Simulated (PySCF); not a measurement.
Polarisability and C₆ of Se⁻ (selenium, charge -1)

[Ar] 3d10 4s2 4p5, 2P determinant. All numbers are calculated (PySCF 2.14, a scalar-relativistic core potential, in aug-cc-pVTZ-PP with ECP10MDF (6s5p4d2f, 55 functions)). Coupled (time-dependent) response in atomic units; α is the mean over directions.

| method | mean α (bohr³) | α xx, yy, zz | C₆ (like pair) | S(−4) |
| --- | --- | --- | --- | --- |
| UHF | 53.83 | 42.38, 59.56, 59.56 | 629.8 | 978.4 |
| wB97M-V | 61.29 | 47.96, 67.95, 67.95 | 726.3 | 1472 |

S(−4) is the Cauchy moment in α(ω) = α(0) + S(−4) ω² + …

Spin-orbit coupling is absent.

α(iu) at wB97M-V:

```tsv
u (hartree)	α(iu) (bohr³)
0	61.29
0.0500	57.96
0.100	50.75
0.200	36.66
0.300	26.60
0.500	15.13
0.750	8.639
1.00	5.548
1.50	2.844
2.00	1.736
3.00	0.8525
5.00	0.3399
```

A single London oscillator, α(iu) = α/(1 + u²/ω²), gives C₆ = (3/4) ω α². Matching the computed C₆ needs ω = 4 × 726.3 / (3 × 61.29²) = 0.258 hartree.

For an ion, C₆ is the dispersion term alone; charge-induced terms of lower order in 1/R come first.

The components differ because the open shell of this determinant is not spherical; for a pure term their mean is the scalar polarisability.

Energies and moments cover only the electrons outside the core potential.
